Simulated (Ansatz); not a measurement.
## Molecular dynamics of C2H5FN2Si

input.yaml

```yaml
crystal:
  periodic: [false, false, false]
  atoms:
    - { symbol: "N", position_ang: [1.153017, -2.523516, 0.149456] }
    - { symbol: C, position_ang: [0.766015, -1.437462, -0.158709] }
    - { symbol: C, position_ang: [0.210585, -0.064024, -0.536628] }
    - { symbol: "N", position_ang: [-1.24204, -0.168295, -0.9805] }
    - { symbol: F, position_ang: [0.942248, 0.422486, -1.631231] }
    - { symbol: Si, position_ang: [0.300087, 1.110381, 0.992693] }
    - { symbol: H, position_ang: [-1.262825, -0.935045, -1.708469] }
    - { symbol: H, position_ang: [-1.753668, -0.606106, -0.166211] }
    - { symbol: H, position_ang: [1.668616, 1.181986, 1.441952] }
    - { symbol: H, position_ang: [-0.540018, 0.551121, 2.023631] }
    - { symbol: H, position_ang: [-0.176617, 2.411473, 0.594616] }
basis:
  gaussian: { orbitals: STO-3G }
hamiltonian:
  xc: pbe0
md:
  timestep: 0.5
  n_steps: 250
  ensemble: nvt_langevin
  temperature: 200.0
  initial_velocities: maxwell_boltzmann
  seed: 530405
  friction: 0.01
  temperature_schedule:
    - { n_steps: 62, end_temperature: 200.0 }
    - { n_steps: 188, end_temperature: 400.0 }
scf:
  lower_state_search: "off"
```

Launched with:

```bash
$ ansatz run input.yaml --threads 1 --pin off --max-ram 2048MiB --backend cpu --events-out ev --progress --plain --runs-dir out
```

It starts from a relaxed structure.

Output, in part (one step line in 5, the closing report, with atoms numbered from 0):

```
md step     0: t =     0.00 fs  T =   181.8 K (target 200.0 K)  F+E_penalty+E_count = -15521.90961128 eV  E_kin = 0.258520 eV  (14 SCF iters)
md step     5: t =     2.50 fs  T =   161.6 K (target 200.0 K)  F+E_penalty+E_count = -15521.85260491 eV  E_kin = 0.229801 eV  (20 SCF iters)
md step    10: t =     5.00 fs  T =   136.0 K (target 200.0 K)  F+E_penalty+E_count = -15521.81247252 eV  E_kin = 0.193439 eV  (21 SCF iters)
md step    15: t =     7.50 fs  T =   101.8 K (target 200.0 K)  F+E_penalty+E_count = -15521.76942958 eV  E_kin = 0.144809 eV  (13 SCF iters)
md step    20: t =    10.00 fs  T =   110.8 K (target 200.0 K)  F+E_penalty+E_count = -15521.78253667 eV  E_kin = 0.157531 eV  (14 SCF iters)
md step    25: t =    12.50 fs  T =   137.0 K (target 200.0 K)  F+E_penalty+E_count = -15521.81948184 eV  E_kin = 0.194806 eV  (21 SCF iters)
md step    30: t =    15.00 fs  T =   114.4 K (target 200.0 K)  F+E_penalty+E_count = -15521.80275012 eV  E_kin = 0.162590 eV  (21 SCF iters)
md step    35: t =    17.50 fs  T =   109.7 K (target 200.0 K)  F+E_penalty+E_count = -15521.75451016 eV  E_kin = 0.156037 eV  (14 SCF iters)
md step    40: t =    20.00 fs  T =    91.6 K (target 200.0 K)  F+E_penalty+E_count = -15521.72194259 eV  E_kin = 0.130238 eV  (14 SCF iters)
md step    45: t =    22.50 fs  T =   112.7 K (target 200.0 K)  F+E_penalty+E_count = -15521.73764420 eV  E_kin = 0.160234 eV  (14 SCF iters)
md step    50: t =    25.00 fs  T =   125.9 K (target 200.0 K)  F+E_penalty+E_count = -15521.77488996 eV  E_kin = 0.178998 eV  (21 SCF iters)
md step    55: t =    27.50 fs  T =   120.1 K (target 200.0 K)  F+E_penalty+E_count = -15521.75049187 eV  E_kin = 0.170753 eV  (20 SCF iters)
md step    60: t =    30.00 fs  T =   105.6 K (target 200.0 K)  F+E_penalty+E_count = -15521.72494740 eV  E_kin = 0.150152 eV  (21 SCF iters)
md step    65: t =    32.50 fs  T =   110.0 K (target 202.7 K)  F+E_penalty+E_count = -15521.72956403 eV  E_kin = 0.156390 eV  (21 SCF iters)
md step    70: t =    35.00 fs  T =   126.9 K (target 208.0 K)  F+E_penalty+E_count = -15521.74231860 eV  E_kin = 0.180486 eV  (21 SCF iters)
md step    75: t =    37.50 fs  T =   167.2 K (target 213.3 K)  F+E_penalty+E_count = -15521.75158651 eV  E_kin = 0.237783 eV  (20 SCF iters)
md step    80: t =    40.00 fs  T =   154.0 K (target 218.6 K)  F+E_penalty+E_count = -15521.71542385 eV  E_kin = 0.219013 eV  (21 SCF iters)
md step    85: t =    42.50 fs  T =   145.8 K (target 223.9 K)  F+E_penalty+E_count = -15521.69040034 eV  E_kin = 0.207360 eV  (14 SCF iters)
md step    90: t =    45.00 fs  T =   168.7 K (target 229.3 K)  F+E_penalty+E_count = -15521.73566332 eV  E_kin = 0.239904 eV  (21 SCF iters)
md step    95: t =    47.50 fs  T =   179.2 K (target 234.6 K)  F+E_penalty+E_count = -15521.74809195 eV  E_kin = 0.254764 eV  (21 SCF iters)
md step   100: t =    50.00 fs  T =   210.9 K (target 239.9 K)  F+E_penalty+E_count = -15521.76409737 eV  E_kin = 0.299831 eV  (21 SCF iters)
md step   105: t =    52.50 fs  T =   172.5 K (target 245.2 K)  F+E_penalty+E_count = -15521.70663059 eV  E_kin = 0.245251 eV  (21 SCF iters)
md step   110: t =    55.00 fs  T =   169.4 K (target 250.5 K)  F+E_penalty+E_count = -15521.70322372 eV  E_kin = 0.240897 eV  (21 SCF iters)
md step   115: t =    57.50 fs  T =   176.5 K (target 255.9 K)  F+E_penalty+E_count = -15521.70242878 eV  E_kin = 0.251024 eV  (21 SCF iters)
md step   120: t =    60.00 fs  T =   166.6 K (target 261.2 K)  F+E_penalty+E_count = -15521.66672905 eV  E_kin = 0.236861 eV  (20 SCF iters)
md step   125: t =    62.50 fs  T =   166.4 K (target 266.5 K)  F+E_penalty+E_count = -15521.66259655 eV  E_kin = 0.236620 eV  (21 SCF iters)
md step   130: t =    65.00 fs  T =   175.4 K (target 271.8 K)  F+E_penalty+E_count = -15521.66385915 eV  E_kin = 0.249432 eV  (21 SCF iters)
md step   135: t =    67.50 fs  T =   210.7 K (target 277.1 K)  F+E_penalty+E_count = -15521.71512965 eV  E_kin = 0.299560 eV  (20 SCF iters)
md step   140: t =    70.00 fs  T =   256.0 K (target 282.4 K)  F+E_penalty+E_count = -15521.76907667 eV  E_kin = 0.363943 eV  (20 SCF iters)
md step   145: t =    72.50 fs  T =   184.3 K (target 287.8 K)  F+E_penalty+E_count = -15521.69979523 eV  E_kin = 0.262096 eV  (20 SCF iters)
md step   150: t =    75.00 fs  T =   195.0 K (target 293.1 K)  F+E_penalty+E_count = -15521.69306779 eV  E_kin = 0.277219 eV  (21 SCF iters)
md step   155: t =    77.50 fs  T =   193.0 K (target 298.4 K)  F+E_penalty+E_count = -15521.69743702 eV  E_kin = 0.274425 eV  (21 SCF iters)
md step   160: t =    80.00 fs  T =   237.2 K (target 303.7 K)  F+E_penalty+E_count = -15521.71294138 eV  E_kin = 0.337276 eV  (21 SCF iters)
md step   165: t =    82.50 fs  T =   246.7 K (target 309.0 K)  F+E_penalty+E_count = -15521.70468944 eV  E_kin = 0.350727 eV  (21 SCF iters)
md step   170: t =    85.00 fs  T =   210.2 K (target 314.4 K)  F+E_penalty+E_count = -15521.61351253 eV  E_kin = 0.298946 eV  (21 SCF iters)
md step   175: t =    87.50 fs  T =   234.6 K (target 319.7 K)  F+E_penalty+E_count = -15521.60914827 eV  E_kin = 0.333617 eV  (21 SCF iters)
md step   180: t =    90.00 fs  T =   256.2 K (target 325.0 K)  F+E_penalty+E_count = -15521.58173175 eV  E_kin = 0.364217 eV  (21 SCF iters)
md step   185: t =    92.50 fs  T =   290.8 K (target 330.3 K)  F+E_penalty+E_count = -15521.64339155 eV  E_kin = 0.413451 eV  (20 SCF iters)
md step   190: t =    95.00 fs  T =   319.7 K (target 335.6 K)  F+E_penalty+E_count = -15521.61506119 eV  E_kin = 0.454578 eV  (20 SCF iters)
md step   195: t =    97.50 fs  T =   253.4 K (target 341.0 K)  F+E_penalty+E_count = -15521.48693527 eV  E_kin = 0.360320 eV  (22 SCF iters)
md step   200: t =   100.00 fs  T =   271.8 K (target 346.3 K)  F+E_penalty+E_count = -15521.53314770 eV  E_kin = 0.386463 eV  (21 SCF iters)
md step   205: t =   102.50 fs  T =   296.1 K (target 351.6 K)  F+E_penalty+E_count = -15521.53150975 eV  E_kin = 0.421017 eV  (20 SCF iters)
md step   210: t =   105.00 fs  T =   366.3 K (target 356.9 K)  F+E_penalty+E_count = -15521.64939780 eV  E_kin = 0.520796 eV  (20 SCF iters)
md step   215: t =   107.50 fs  T =   280.6 K (target 362.2 K)  F+E_penalty+E_count = -15521.56919602 eV  E_kin = 0.398996 eV  (20 SCF iters)
md step   220: t =   110.00 fs  T =   275.5 K (target 367.6 K)  F+E_penalty+E_count = -15521.50306281 eV  E_kin = 0.391663 eV  (20 SCF iters)
md step   225: t =   112.50 fs  T =   260.2 K (target 372.9 K)  F+E_penalty+E_count = -15521.46524195 eV  E_kin = 0.369948 eV  (21 SCF iters)
md step   230: t =   115.00 fs  T =   330.7 K (target 378.2 K)  F+E_penalty+E_count = -15521.53352424 eV  E_kin = 0.470164 eV  (20 SCF iters)
md step   235: t =   117.50 fs  T =   404.4 K (target 383.5 K)  F+E_penalty+E_count = -15521.65170881 eV  E_kin = 0.575052 eV  (20 SCF iters)
md step   240: t =   120.00 fs  T =   350.7 K (target 388.8 K)  F+E_penalty+E_count = -15521.56077073 eV  E_kin = 0.498710 eV  (21 SCF iters)
md step   245: t =   122.50 fs  T =   346.2 K (target 394.1 K)  F+E_penalty+E_count = -15521.50112223 eV  E_kin = 0.492181 eV  (21 SCF iters)
md step   250: t =   125.00 fs  T =   322.7 K (target 399.5 K)  F+E_penalty+E_count = -15521.39906070 eV  E_kin = 0.458808 eV  (21 SCF iters)
Total energy: -15521.39907580 eV, -570.4008952536 hartree
Atom 0 at     1.154723    -2.231707     0.010120 Å, force    -0.468548     0.577088     0.107630 eV/Å
Atom 1 at     0.597549    -1.190807    -0.203050 Å, force     0.378972    -0.038722    -0.703721 eV/Å
Atom 2 at     0.005262     0.168396    -0.689962 Å, force     2.858235    -0.166270    -1.306434 eV/Å
Atom 3 at    -1.324536    -0.019528    -1.359412 Å, force    -0.365379    -1.604332    -1.692772 eV/Å
Atom 4 at     0.852833     0.633456    -1.767437 Å, force    -0.406748    -0.394295     1.278278 eV/Å
Atom 5 at     0.063316     1.371035     0.791214 Å, force    -1.070911    -1.278775     0.435981 eV/Å
Atom 6 at    -1.081849    -0.609072    -2.281633 Å, force    -0.056623     1.590290     1.573994 eV/Å
Atom 7 at    -1.639924    -0.844413    -0.802990 Å, force    -1.342593    -0.442136     0.670563 eV/Å
Atom 8 at     1.364191     1.435127     1.329956 Å, force     0.947957    -0.072764     0.165133 eV/Å
Atom 9 at    -0.808342     0.784447     1.817179 Å, force     0.123324     0.625436    -0.475692 eV/Å
Atom 10 at    -0.268596     2.603193     0.214690 Å, force    -0.597687     1.204480    -0.052960 eV/Å
Dipole moment:    -0.210690     0.287844     0.113170 e Å
```

All steps were run. The schedule's set-point averaged 334 K over the second half and the system 268 K, so it lags behind the ramp. A run of 0.12 ps of so small a system gives no equilibrium averages. Limits of this set-up: minimal basis.

The same pairs are bonded in the first frame and the last. Pairs count as bonded within 1.25 times the sum of covalent radii (0.12 Å more for H–H).

Last frame:

```xyz
11
Properties=species:S:1:pos:R:3
N 1.155 -2.232 0.010
C 0.598 -1.191 -0.203
C 0.005 0.168 -0.690
N -1.325 -0.019 -1.359
F 0.853 0.633 -1.767
Si 0.063 1.371 0.791
H -1.082 -0.609 -2.282
H -1.640 -0.844 -0.803
H 1.364 1.435 1.330
H -0.808 0.784 1.817
H -0.269 2.603 0.215
```

The run took 6 min on 1 thread of Intel(R) Xeon(R) Platinum 8488C (Sapphire Rapids), with other jobs on the host, peak memory 0.11 GiB.
